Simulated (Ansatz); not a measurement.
Species: C4H10O2, net charge 0, singlet state. SMILES: COC(C)OC
Coordinates optimised at B3LYP-D3(BJ)/def2-TZVP (Ansatz, a quantum-chemistry and plane-wave program):
```xyz
16

C      0.1307    -1.8674    -0.1538
C     -0.2303    -0.4065     0.0098
O      0.8784     0.3645     0.4531
C      1.0594     0.3800     1.8524
O     -0.6328     0.0754    -1.2312
C     -1.1423     1.3992    -1.2040
H      0.4817    -2.2838     0.7907
H     -0.7384    -2.4366    -0.4836
H      0.9216    -1.9588    -0.8981
H     -1.0462    -0.2784     0.7445
H      1.3344    -0.6056     2.2461
H      0.1537     0.7211     2.3700
H      1.8701     1.0758     2.0615
H     -1.9849     1.4787    -0.5057
H     -1.4909     1.6214    -2.2106
H     -0.3711     2.1161    -0.9162
```

Parts of the frozen-core correlation energy in cc-pVDZ (Ansatz, hartree). Frozen orbitals: 6; correlated occupied orbitals by spin: 19 and 19; virtual: 109 and 109. Spin-orbit coupling is left out. No relativistic terms.

```
term                            value
-------------------------  ----------
reference (HF)             -307.01357
MP2 opposite-spin            -0.71463
MP2 same-spin                       …
CCSD correlation                    …
(T)                                 …
T1 diagnostic                   0.010
largest doubles amplitude       0.013
```

Problem. Fill in the missing entries.

Solution. 
- MP2 same-spin, value: -0.22806
- CCSD correlation, value: -1.00845
- (T), value: -0.02785
